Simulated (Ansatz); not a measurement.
The cluster GeS3⁻. Total charge -1; doublet. Geometry relaxed at PBE0-D4/def2-SVPD.

Cartesian coordinates in Å:
```
Ge 0.0589 0.0472 0.1741
S 0.4705 0.9068 -1.7409
S -1.2311 -1.5156 -0.5108
S 0.7018 0.5616 2.0775
```

The relaxation made no stability test and no search for a lower SCF solution. The structure comes from a short search, and lower isomers may exist.

(1) Estimate the harmonic wavenumbers at UKS PBE0-D4/def2-SVPD (Ansatz, unscaled). Is this a minimum?

Results:

(1) 125, 127, 151, 401, 420, 547 cm⁻¹. Yes, no mode is imaginary beyond noise. Zero-point energy 10.6 kJ/mol. Hardware: 4 threads of Arm Neoverse V1 on a shared host. Wall time 49 s.
